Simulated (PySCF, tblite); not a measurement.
Compound: Me2Si(SMe)2, C4H12S2Si.
SMILES with atom numbers: `[CH3:1][S:2][Si:3]([CH3:4])([CH3:5])[S:6][CH3:7]` (hydrogens: H8, H9, H10 on C1; H11, H12, H13 on C4; H14, H15, H16 on C5; H17, H18, H19 on C7)

Structure optimised with GFN2-xTB, isolated species.

(1) List the bond lengths, angles and torsions at this level.

Answers

(1) 
| bond | length (Å) | order |
| --- | --- | --- |
| C1–S2, S6–C7 | 1.822 | single |
| S2–Si3, Si3–S6 | 2.173 | single |
| Si3–C4, Si3–C5 | 1.897 | single |
| C1–H8 and 5 like bonds | 1.085 | single |
| C4–H11 and 5 like bonds | 1.086 | single |

Bonds in one row agree within 0.01 Å and their mean is given. Orders are formal, as drawn. A selection of angles:
| angle | degrees |
| --- | --- |
| S2–C1–H8 | 109.7 |
| S2–C1–H9 | 106.8 |
| H8–C1–H9 | 110.3 |
| H8–C1–H10 | 110.6 |
| C1–S2–Si3 | 100.3 |
| S2–Si3–C4 | 112.2 |
| S2–Si3–C5 | 105.3 |
| S2–Si3–S6 | 108.0 |
| C4–Si3–C5 | 113.8 |
| Si3–C4–H11 | 110.6 |
| H11–C4–H12 | 107.5 |
| Si3–C5–H15 | 110.5 |

Torsions: C1–S2–Si3–C4 -58° (synclinal); S2–Si3–S6–C7 58° (synclinal). The mirror-image conformer, all signs reversed, is as good.

Si3 (four-coordinate silicon) is distorted tetrahedral (angles from 105.3° to 113.8°). S2 (sulfur bonded to C and Si) is bent (angle 100.3°). Of the pairs four or more bonds apart, S6···H8 is among the closest relative to their van der Waals radii: 2.98 Å, 99 % of the sum of Bondi's values.

Point group: C2 (every atom within 0.08 Å of its image). Its GFN2-xTB frequencies are all real (lowest 43 cm⁻¹). The numbers are those of one conformer.

These are computed values.
